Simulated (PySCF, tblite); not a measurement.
C₅H₄Cl₂O₂S₂.
SMILES with atom numbers: `[CH3:1][c:2]1[s:3][c:4]([S:5](=[O:6])(=[O:7])[Cl:8])[cH:9][c:10]1[Cl:11]` (hydrogens: H12, H13, H14 on C1; H15 on C9)

Computed geometry: GFN2-xTB, gas phase.

Give the optimised bond lengths and angles.

```
                  bond  length (Å)     order
                 C1–C2       1.484    single
                 C2–S3       1.731  aromatic
                 S3–C4       1.711  aromatic
                 C4–S5       1.749    single
          S5=O6, S5=O7       1.424    double
                S5–Cl8       2.035    single
                 C4–C9       1.359  aromatic
                C9–C10       1.411  aromatic
              C10–Cl11       1.715    single
                C2–C10       1.373  aromatic
C1–H12, C1–H13, C1–H14       1.088    single
                C9–H15       1.074    single
```

Bonds in one row agree within 0.01 Å and their mean is given. Orders are formal, as drawn. A selection of angles:
```
      angle  degrees
   C1–C2–S3    122.2
  C1–C2–C10    127.2
  S3–C2–C10    110.6
   C2–S3–C4     90.9
   S3–C4–S5    118.3
   S3–C4–C9    113.7
   S5–C4–C9    128.0
   C4–S5–O6    110.3
  C4–S5–Cl8    100.9
   O6–S5–O7    120.3
  O6–S5–Cl8    106.9
  C4–C9–C10    110.8
C9–C10–Cl11    123.2
  C2–C10–C9    114.0
C2–C10–Cl11    122.8
```

Dihedral angles: S3–C4–S5–O6 160° (antiperiplanar). The mirror-image conformer, all signs reversed, is as good.

The 5-membered ring C2–S3–C4–C9–C10 has internal angles of 90.9° to 114.0° (sum 540°, against 540° for a flat polygon); it is planar, 0.00 Å rms from its mean plane, widest ring torsion 1°. The 4 C–C bonds span 1.359 Å (C4–C9, aromatic) to 1.484 Å (C1–C2, drawn single), a spread of 0.125 Å. Of the pairs four or more bonds apart, Cl11···H14 is among the closest relative to their van der Waals radii: 3.03 Å, 103 % of the sum of Bondi's values. S5 (sulfonyl sulfur) is distorted tetrahedral (angles from 100.9° to 120.3°). S3 (thiophene-type sulfur) is bent (angle 90.9°). The 3 C–S bonds span 1.711 Å (S3–C4, aromatic) to 1.749 Å (C4–S5, drawn single), a spread of 0.038 Å.

Point group: C1 (no symmetry element, even within 0.4 Å). Its lowest GFN2-xTB frequency is 10 cm⁻¹, too small to tell a flat minimum from a shallow saddle. The numbers are those of one conformer. 3 starts were optimised and ended at 0.00, 0.02 and 1.56 kcal/mol (GFN2-xTB); the lowest of these is shown.
